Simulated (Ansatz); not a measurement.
Consider the substitution at a C–S bond: `OCS[SiH2]S` + `N=CS` → `N=CSCO` + `S[SiH2]S`.

Computed with Ansatz on PBE0-D4/def2-TZVP structures; ΔE is electronic, products minus reactants. CBS: MP2 limit from def2 TZ/QZ plus the TZ coupled-cluster correction, frozen cores. This one scheme is used for every species. Functionals use def2-TZVPP. One conformer a species, not always the lowest.

```tsv
level	ΔE (kcal/mol)	difference from CCSD(T)/CBS
PBE-D4	-0.5	1.1
r2SCAN-D4	-1.5	0.1
PBE0-D4	-0.9	0.7
ωB97M-V	-1.2	0.4
B2PLYP	-1.8	-0.2
PBE	-1.1	0.5
r2SCAN	-1.7	-0.1
PBE0	-1.4	0.2
HF/def2-TZVPP	-2.8	-1.2
MP2/def2-TZVPP	-1.7	-0.1
CCSD(T)/def2-TZVPP	-1.8	-0.2
HF/def2-QZVPP	-2.7	-1.1
MP2/def2-QZVPP	-1.5	0.1
SCS-MP2/def2-QZVPP	-1.7	-0.1
MP2/CBS(def2)	-1.4	0.2
CCSD/CBS(def2)	-1.8	-0.2
CCSD(T)/CBS	-1.6	0
```

Largest T1 diagnostic among the species: 0.014.

The D4 term adds +0.9 kcal/mol with B3LYP and +0.5 kcal/mol with PBE0; it sums over pairs of atoms, weighted by their polarisabilities, and B3LYP, whose exchange is more repulsive, gets the larger term. In def2-TZVPP, CCSD(T) changes the Hartree–Fock value by +0.9 kcal/mol (the triples alone add +0.2 kcal/mol) and MP2 by +1.1 kcal/mol.

B3LYP here is the variant with VWN-RPA as its local correlation; programs differ in this.
